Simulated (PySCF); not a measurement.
Input of a run (PBE0-D3(BJ)/def2-SVP geometry optimisation, gas phase (PySCF 2.14.0)), started from GFN2-xTB:
```
{"job": {"xc": "PBE0", "basis": "def2-SVP", "d3": "d3bj", "grid": 1, "kind": "geom"}, "charge": 0, "multiplicity": 1}
C      1.330780    -0.095684    -0.767150
C      0.862752     1.127860    -0.594418
C     -0.449265     1.173258     0.163976
C     -1.386333     0.269971    -0.612917
C     -0.918295    -0.953667    -0.784874
C      0.448490    -1.172083    -0.166112
C      0.288782    -0.783808     1.290802
C     -0.179990     0.439574     1.462984
H      2.240244    -0.364105    -1.273129
H      1.321548     2.038619    -0.933954
H     -0.834620     2.180477     0.305618
H     -2.329979     0.645361    -0.964449
H     -1.411210    -1.757014    -1.301503
H      0.833792    -2.179597    -0.307565
H      0.547723    -1.481079     2.066675
H     -0.372017     0.920862     2.404604
```

Output (energies in Eh, forces in Eh/bohr):
```
step   0  E = -309.00130026  max force = 0.011436
step   1  E = -309.00417070  max force = 0.002458
step   2  E = -309.00418918  max force = 0.000256
step   3  E = -309.00418964  max force = 0.000074
optimisation converged
```

Summarise the run.

The energy falls by 0.079 eV over 4 energy and gradient evaluations, the largest force component goes from 0.0114 to 7.4e-05 Eh/bohr, and the atoms move by 0.028 Å rms after alignment. Among the bonds, 12 bonds (C2–C3, C3–C4, C5–C6, C6–C7, C1–C6, C3–C8 and others) change most and about equally (+0.016 Å). Bonds longer at the end by more than 0.005 Å: 17 of 17; shorter: 0. The energy never rose by more than 1e-6 Eh on the way. The first step brought 99 % of the lowering.

What are the final bond lengths?

C1=C2 1.331 Å, C2–C3 1.532 Å, C3–C4 1.532 Å, C4=C5 1.331 Å, C5–C6 1.532 Å, C6–C7 1.532 Å, C7=C8 1.331 Å, C1–C6 1.532 Å, C3–C8 1.532 Å, C1–H9 1.091 Å, C2–H10 1.091 Å, C3–H11 1.096 Å, C4–H12 1.091 Å, C5–H13 1.091 Å, C6–H14 1.096 Å, C7–H15 1.091 Å, C8–H16 1.091 Å. Numbering counts from 1 in the input's order; the species is bicyclo[2.2.2]octa-2,5,7-triene, `C1=CC2C=CC1C=C2`.

The run used 152 basis functions and 25 SCF cycles in all.

No PBE0-D3(BJ)/def2-SVP frequencies stand behind this structure, so it isn't proved a minimum.
